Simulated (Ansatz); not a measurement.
Relaxation of AlF2H3O (7 atoms, charge 0, multiplicity 1), to a largest force component of 0.03 eV/Å in at most 50 steps.

Level of theory: RKS PBE-D4/def2-SVP in Ansatz.

```xyz
7
Properties=species:S:1:pos:R:3:forces:R:3
Al 0.087 0.466 -0.474 -0.06 -0.32 0.50
O -0.034 0.080 2.454 0.02 0.52 -0.85
H -0.987 -0.084 2.589 -0.04 -0.04 0.03
F 1.479 -0.145 -1.162 0.02 0.00 -0.01
F -1.376 -0.251 -0.845 0.02 0.02 0.01
H 0.103 1.779 0.385 0.02 0.33 -0.11
H -0.034 1.002 2.080 0.02 -0.50 0.43
```

Task: Where does it end, and by what steps?

Result: The run converged. After 12 steps the energy has fallen by 0.936 eV; H3 moved furthest, 0.77 Å. Joined: Al1–O2 (2.96 → 2.00 Å).

| step | energy less start (eV) | largest force component (eV/Å) | accepted |
| --- | --- | --- | --- |
| 0 | 0.0000 | 0.853 | yes |
| 1 | -0.1663 | 1.593 | yes |
| 2 | -0.3788 | 2.020 | yes |
| 3 | -0.7013 | 1.350 | yes |
| 4 | -0.8297 | 0.869 | yes |
| 5 | -0.8868 | 0.315 | yes |
| 6 | -0.9147 | 0.300 | yes |
| 7 | -0.9282 | 0.143 | yes |
| 8 | -0.9317 | 0.040 | yes |
| 9 | -0.9345 | 0.268 | yes |
| 10 | -0.9358 | 0.091 | yes |
| 11 | -0.9361 | 0.047 | yes |
| 12 | -0.9362 | 0.006 | yes |

```xyz
7
Properties=species:S:1:pos:R:3
Al 0.072 0.556 -0.103
O 0.014 0.122 1.853
H -0.861 -0.331 1.870
F 1.395 -0.303 -0.683
F -1.431 -0.234 -0.247
H 0.108 2.145 -0.117
H -0.058 0.892 2.452
```

Whether the end is a true minimum wasn't checked by a vibrational analysis.

Time of the run: 27 s on 1 thread of Arm Neoverse V1, with other jobs on the host, peak memory 0.14 GiB.
